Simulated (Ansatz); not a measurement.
Gas-phase electronic energies from Ansatz, PBE0-D4/def2-TZVP geometries. CCSD(T)/CBS adds triple-zeta CCSD(T) − MP2 to the extrapolated MP2 energy (def2 sets, frozen cores). This one scheme is used for every species, atoms too. For atomizations the MP2-based limit and the directly extrapolated one differ by several kJ/mol either way, and by 10 to 25 for some Ge, Se and Sn compounds, so smaller differences from it don't rank the levels. DFT in def2-TZVPP. B3LYP here is the variant with VWN-RPA as its local correlation; programs differ in this. Open shells (•) are unrestricted, without spin–orbit coupling. Spin–orbit coupling would lower the free atoms: a little for C, Si.

`CC(C)=C[SiH3]` → 4 C• + 10 H• + Si•  (atomization)

| species | B3LYP energy (Eh) |
| --- | --- |
| `CC(C)=C[SiH3]` | -448.01729 |
| C• | -37.85948 |
| H• | -0.50215 |
| Si• | -289.39209 |

(1) Work out ΔE.

Largest T1 diagnostic among the species: 0.012.

## Answers

(1) ΔE = 10 × (-0.50215) + 4 × (-37.85948) + (-289.39209) − (-448.01729) = 2.16578 Eh = +58.93 eV. CCSD(T)/CBS gives +59.31 eV.

From r2SCAN to r2SCAN0 (25 % exact exchange), in def2-TZVPP and without D4, ΔE moves by −0.51 eV: exact exchange takes away binding that semilocal exchange gives to molecules. In def2-TZVPP, CCSD(T) changes the Hartree–Fock value by +12.89 eV (the triples alone add +0.69 eV) and MP2 by +13.27 eV; breaking electron pairs costs correlation energy, which Hartree–Fock lacks. At CCSD(T), def2-SVP lies −2.43 eV from the extrapolated value and def2-TZVPP −1.26 eV: correlation converges slowly with the basis, and small sets miss more of it in the bonded molecule than in its fragments.
